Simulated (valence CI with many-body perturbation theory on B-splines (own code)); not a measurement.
**E1 transitions of Sr³¹⁺**

Method: valence CI with perturbative core correlation (CI+MBPT): five valence electrons over a frozen Dirac-Fock core [He], a basis of 9 s, 9 p, 8 d, 6 f, 3 g, 1 h functions for each j, with the one-electron correlation potential Σ1, the two-electron term Σ2, the three-electron term Σ3, Breit, model QED; selected CI, second order for the rest (own B-spline code, finite nucleus).

No measured spectrum was set against this ion. As an estimate, large intervals hold to a few tenths of a per cent, small ones and those within an open d or f shell to about a per cent. Among the levels kept, up to 1500 cm⁻¹ of a level comes from second order outside the variational space, and about a tenth of that is noise between levels of different J, which matters for small intervals.

Lines 151 to 200 of 227 in falling wavelength, among levels below 2402.6 eV, chosen from the strongest by gf and those to the six lowest levels. Wavelengths and rates use the calculated energies. Electric multipoles are in the length gauge, E1 and E2 with the static RPA response of the core. Weak lines are less certain than strong ones. Lines between different terms over intervals too small for the method are left out, as are lines whose strength nearly cancels. The highest levels of a list are the least certain.

Levels are named by their leading jj configuration (3d3/2^4 stands for four electrons in 3d with j = 3/2), which in mixed levels can hold well under half, so a name can repeat and another be missing. Letters in brackets count levels of one name in rising energy.

```tsv
λ vac (Å)	Upper	Lower	A (s⁻¹)	log gf	Branch %
5.574	(2s^2 2p1/2 2p3/2 3d3/2) J=5/2 [a]	(2s^2 2p1/2 2p3/2^2) J=5/2	1.31e+12	-1.44	10.8
5.570	(2s^2 2p1/2 2p3/2 3d3/2) J=3/2 [b]	(2s^2 2p1/2 2p3/2^2) J=1/2	2.92e+12	-1.27	2.5
5.567	(2s^2 2p1/2 2p3/2 3d5/2) J=7/2 [a]	(2s^2 2p1/2 2p3/2^2) J=5/2	2.80e+12	-0.98	99.8
5.557	(2s^2 2p3/2^2 3d3/2) J=3/2	(2s^2 2p3/2^3) J=3/2	1.99e+11	-2.43	0.3
5.554	(2s^2 2p3/2^2 3d3/2) J=5/2	(2s^2 2p3/2^3) J=3/2	1.39e+12	-1.41	1.6
5.553	(2s^2 2p3/2^2 3d5/2) J=1/2 [a]	(2s^2 2p3/2^3) J=3/2	1.55e+12	-1.84	6.0
5.553	(2s 2p1/2^2 2p3/2 3p1/2) J=3/2 [b]	(2s^2 2p3/2^3) J=3/2	3.14e+11	-2.24	0.9
5.552	(2s^2 2p1/2 2p3/2 3d3/2) J=7/2	(2s^2 2p1/2 2p3/2^2) J=5/2	1.75e+11	-2.19	94.8
5.549	(2s^2 2p1/2 2p3/2 3d5/2) J=5/2 [a]	(2s^2 2p1/2 2p3/2^2) J=5/2	3.08e+12	-1.07	4.3
5.547	(2s^2 2p1/2 2p3/2 3d5/2) J=3/2 [b]	(2s^2 2p1/2 2p3/2^2) J=1/2	7.00e+13	0.11	87.8
5.546	(2s^2 2p1/2^2 3d3/2) J=3/2	(2s^2 2p1/2^2 2p3/2) J=3/2	1.30e+13	-0.62	93.1
5.544	(2s^2 2p1/2 2p3/2 3d5/2) J=1/2	(2s^2 2p1/2 2p3/2^2) J=1/2	8.21e+13	-0.12	91.7
5.543	(2s^2 2p1/2 2p3/2 3d3/2) J=3/2 [a]	(2s^2 2p1/2 2p3/2^2) J=3/2	9.11e+11	-1.77	3.7
5.538	(2s^2 2p1/2 2p3/2 3d3/2) J=1/2 [a]	(2s^2 2p1/2 2p3/2^2) J=3/2	5.69e+12	-1.28	50.5
5.530	(2s^2 2p3/2^2 3d5/2) J=1/2 [b]	(2s^2 2p3/2^3) J=3/2	5.94e+13	-0.26	62.7
5.529	(2s^2 2p1/2 2p3/2 3d3/2) J=5/2 [b]	(2s^2 2p1/2 2p3/2^2) J=5/2	2.88e+13	-0.10	32.3
5.525	(2s^2 2p1/2 2p3/2 3d3/2) J=3/2 [b]	(2s^2 2p1/2 2p3/2^2) J=5/2	1.29e+13	-0.63	10.9
5.519	(2s^2 2p1/2^2 3d5/2) J=5/2	(2s^2 2p1/2^2 2p3/2) J=3/2	5.50e+13	0.18	98.7
5.519	(2s^2 2p3/2^2 3d5/2) J=3/2	(2s^2 2p3/2^3) J=3/2	8.62e+13	0.20	86.2
5.515	(2s^2 2p1/2 2p3/2 3d5/2) J=5/2 [a]	(2s^2 2p1/2 2p3/2^2) J=3/2	3.41e+13	-0.03	47.1
5.513	(2s^2 2p1/2 2p3/2 3d5/2) J=3/2 [a]	(2s^2 2p1/2 2p3/2^2) J=3/2	4.05e+13	-0.13	89.5
5.509	(2s^2 2p1/2 2p3/2 3d5/2) J=5/2 [b]	(2s^2 2p1/2 2p3/2^2) J=5/2	2.70e+13	-0.13	19.8
5.505	(2s^2 2p1/2 2p3/2 3d5/2) J=7/2 [b]	(2s^2 2p1/2 2p3/2^2) J=5/2	1.05e+14	0.58	100.0
5.503	(2s^2 2p1/2 2p3/2 3d5/2) J=3/2 [b]	(2s^2 2p1/2 2p3/2^2) J=5/2	6.26e+12	-0.94	7.8
5.495	(2s^2 2p1/2 2p3/2 3d3/2) J=5/2 [b]	(2s^2 2p1/2 2p3/2^2) J=3/2	5.19e+12	-0.85	5.8
5.491	(2s^2 2p1/2 2p3/2 3d3/2) J=3/2 [b]	(2s^2 2p1/2 2p3/2^2) J=3/2	8.22e+12	-0.83	7.0
5.485	(2s^2 2p1/2 2p3/2 3d3/2) J=1/2 [b]	(2s^2 2p1/2 2p3/2^2) J=3/2	8.39e+12	-1.12	7.2
5.476	(2s 2p1/2^2 2p3/2 3p1/2) J=3/2 [a]	(2s^2 2p1/2 2p3/2^2) J=5/2	4.20e+11	-2.12	21.7
5.476	(2s^2 2p1/2 2p3/2 3d5/2) J=5/2 [b]	(2s^2 2p1/2 2p3/2^2) J=3/2	8.89e+13	0.38	65.4
5.472	(2s 2p1/2^2 2p3/2 3p1/2) J=5/2	(2s^2 2p1/2 2p3/2^2) J=5/2	1.16e+11	-2.51	1.9
5.469	(2s^2 2p1/2 2p3/2 3d5/2) J=3/2 [b]	(2s^2 2p1/2 2p3/2^2) J=3/2	2.03e+12	-1.44	2.5
5.466	(2s^2 2p1/2 2p3/2 3d5/2) J=1/2	(2s^2 2p1/2 2p3/2^2) J=3/2	2.94e+12	-1.58	3.3
5.443	(2s 2p1/2^2 2p3/2 3p1/2) J=3/2 [a]	(2s^2 2p1/2 2p3/2^2) J=3/2	2.24e+11	-2.40	11.6
5.439	(2s 2p1/2^2 2p3/2 3p1/2) J=5/2	(2s^2 2p1/2 2p3/2^2) J=3/2	2.98e+12	-1.10	48.4
5.430	(2s 2p1/2^2 2p3/2 3p3/2) J=7/2	(2s^2 2p1/2 2p3/2^2) J=5/2	3.59e+11	-1.90	94.6
5.410	(2s^2 2p3/2^2 3d3/2) J=3/2	(2s^2 2p1/2 2p3/2^2) J=1/2	4.67e+11	-2.09	0.8
5.406	(2s^2 2p3/2^2 3d5/2) J=1/2 [a]	(2s^2 2p1/2 2p3/2^2) J=1/2	3.88e+12	-1.47	15.1
5.405	(2s 2p1/2^2 2p3/2 3p1/2) J=3/2 [b]	(2s^2 2p1/2 2p3/2^2) J=1/2	5.63e+12	-1.01	16.1
5.395	(2s^2 2p1/2 2p3/2 3d3/2) J=3/2 [a]	(2s^2 2p1/2^2 2p3/2) J=3/2	1.68e+13	-0.53	68.6
5.392	(2s^2 2p1/2 2p3/2 3d3/2) J=5/2 [a]	(2s^2 2p1/2^2 2p3/2) J=3/2	1.07e+13	-0.55	88.2
5.390	(2s^2 2p1/2 2p3/2 3d3/2) J=1/2 [a]	(2s^2 2p1/2^2 2p3/2) J=3/2	2.79e+12	-1.61	24.8
5.384	(2s^2 2p3/2^2 3d5/2) J=1/2 [b]	(2s^2 2p1/2 2p3/2^2) J=1/2	5.77e+11	-2.30	0.6
5.381	(2s 2p1/2^2 2p3/2 3p3/2) J=3/2	(2s^2 2p1/2 2p3/2^2) J=3/2	2.35e+12	-1.39	10.4
5.373	(2s^2 2p3/2^2 3d5/2) J=3/2	(2s^2 2p1/2 2p3/2^2) J=1/2	8.95e+12	-0.81	9.0
5.372	(2s^2 2p3/2^2 3d5/2) J=7/2	(2s^2 2p1/2 2p3/2^2) J=5/2	2.71e+12	-1.03	99.8
5.368	(2s^2 2p1/2 2p3/2 3d5/2) J=5/2 [a]	(2s^2 2p1/2^2 2p3/2) J=3/2	3.49e+13	-0.04	48.2
5.368	(2s 2p1/2^2 2p3/2 3p3/2) J=5/2	(2s^2 2p1/2 2p3/2^2) J=3/2	2.11e+12	-1.26	9.5
5.368	(2s^2 2p3/2^2 3d3/2) J=3/2	(2s^2 2p1/2 2p3/2^2) J=5/2	8.34e+12	-0.84	14.1
5.367	(2s^2 2p1/2 2p3/2 3d5/2) J=3/2 [a]	(2s^2 2p1/2^2 2p3/2) J=3/2	1.51e+12	-1.58	3.3
5.365	(2s 2p1/2^2 2p3/2 3p3/2) J=1/2	(2s^2 2p1/2 2p3/2^2) J=3/2	5.43e+12	-1.33	22.8
```

**Question.** How does gf follow from A for the line at 5.392 Å?

**Answer.** gf = 1.4992 × (2J+1)_upper × A / σ², with σ = 18547412 cm⁻¹ and 2J+1 = 6: gf = 0.279.
